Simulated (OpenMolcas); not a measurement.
F3+, Cl3+, Br3+, I3+: ns2 np2 down the group

```json
{"Program": "OpenMolcas 26.06", "Method": "SS-CASPT2, IPEA 0.25 Eh, imaginary shift 0.1 Eh", "Basis": "ANO-RCC-VQZP", "Scalar Hamiltonian": "DKH2, point nucleus", "Spin-orbit coupling": "state interaction with AMFI integrals over the reference wave functions, term energies averaged over their components"}
```

Active space for each ion: 4 electrons in 8 orbitals (s p s p); closed shells correlated by CASPT2: F3+ 1s; Cl3+ 2s 2p; Br3+ 3d; I3+ 4d.

Computed levels in cm-1 above 3P0:

| Level | F3+ | Cl3+ | Br3+ | I3+ |
| --- | --- | --- | --- | --- |
| 3P1 | 217 | 434 | 2240 | 5550 |
| 3P2 | 634 | 1195 | 4950 | 9510 |
| 1D2 | 25640 | 13700 | 15910 | 20310 |
| 1S0 | 53490 | 31550 | 32900 | 36210 |
| weight of 3P in the lowest level (%) | 100 | 100 | 98 | 93 |

Measured, with the error of the calculation in %. Measured levels: F3+, Cl3+ from Moore, Atomic Energy Levels, vol. I, NSRDS-NBS 35 (1971 reprint of NBS Circular 467, 1949).

| Level | F3+ | Cl3+ |
| --- | --- | --- |
| 3P1 | 225 (-3.7) | 491 (-11.7) |
| 3P2 | 613 (+3.3) | 1341 (-10.9) |
| 1D2 | 25241 (+1.6) | 13766 (-0.5) |
| 1S0 | 53544 (-0.1) | 32550 (-3.1) |

The fine-structure level 3P2 changes by a factor of 15 from F3+ to I3+.

Without spin-orbit coupling 1D lies 25210, 12850, 11590, 9270 cm-1 above 3P in that order; the difference to the level 1D2, of either sign, comes from spin-orbit coupling, which also lowers the zero.

Term energies are means over components that CASPT2 splits; among the terms shown or strongly mixed into the levels shown the widest spread is 87 cm-1 (5s2 5p2 1D, I3+). Over all roots computed the reference weight is 0.84 to 0.99 in Cl3+, 0.85 to 0.98 in Br3+, 0.80 to 0.94 in I3+; the roots of lowest weight are the least certain, and an intruder state may touch them. Active for correlation alone: 3p 3s; no level in the range computed is led by a configuration that fills them, so any true level of that kind is missing (holds for F3+). Active for correlation alone: 4p 4s; no level in the range computed is led by a configuration that fills them, so any true level of that kind is missing (holds for Cl3+). Active for correlation alone: 5p 5s; no level in the range computed is led by a configuration that fills them, so any true level of that kind is missing (holds for Br3+). Active for correlation alone: 6p 6s; no level in the range computed is led by a configuration that fills them, so any true level of that kind is missing (holds for I3+). Computed and measured levels are paired by configuration, term and J; levels that our copy of the source lacks, or whose pairing is in doubt (as where it misses far off the trend of its configuration), stay unpaired and out of the deviations. Levels of configurations outside the active space are missing.
